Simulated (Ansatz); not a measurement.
Input and output for C2H6FNOW, SMILES `C[N]=[W]([CH3])(=[O])[F]`.

```yaml
crystal:
  periodic: [false, false, false]
  atoms:
    - {symbol: C, position_ang: [-1.460126, -1.561486, 0.679100]}
    - {symbol: N, position_ang: [-0.619648, -0.419518, 0.637230]}
    - {symbol: W, position_ang: [-0.084022, 1.129625, 0.049002]}
    - {symbol: C, position_ang: [1.801015, 0.682220, -0.793700]}
    - {symbol: O, position_ang: [-1.062811, 1.590885, -1.266890]}
    - {symbol: F, position_ang: [0.043916, 2.395297, 1.428656]}
    - {symbol: H, position_ang: [-2.219876, -1.534042, -0.109873]}
    - {symbol: H, position_ang: [-0.858809, -2.467000, 0.546996]}
    - {symbol: H, position_ang: [-1.960882, -1.634455, 1.649676]}
    - {symbol: H, position_ang: [2.471984, 0.315115, -0.011358]}
    - {symbol: H, position_ang: [1.726036, -0.084336, -1.566973]}
    - {symbol: H, position_ang: [2.223214, 1.587695, -1.241856]}
basis:
  gaussian: {orbitals: def2-mTZVP, fitting: {mean_field: def2-universal-jkfit}}
hamiltonian: {xc: {name: B97}}
accuracy: high
```

```sh
$ ansatz run in.yaml --threads 4 --pin off --events-out ev --progress --plain --max-ram 11315MiB
```

Output, abridged:

```
Functional definition: B97
716 factors; integrals over basis functions are off by at most 1.6e0 eV
mean field evaluation 1: about -10230.3489 eV, gradient 1.1e2 eV
mean field evaluation 2: about -10035.5343 eV, gradient 3.2e2 eV
mean field evaluation 4: about -10252.5516 eV, gradient 3.9e1 eV
mean field evaluation 8: about -10255.1662 eV, gradient 1.0e0 eV
mean field evaluation 16: about -10255.1707 eV, gradient 1.2e-4 eV
mean field -10255.17069397 eV, -376.8705717990 hartree, gradient 2.9e-8 eV, S^2 0.000000; 0 other end points of the search recorded, 0 dependent functions left out
reference -10255.17069710 eV, -376.8705719139 hartree; 28, 28 occupied and 126, 126 virtual orbitals, 716 factors
Total energy: -10255.17069710 eV, -376.8705719139 hartree
```

Run time 13 s (4 threads of an Arm Neoverse V2 on a shared host); peak host memory 0.66 GiB.
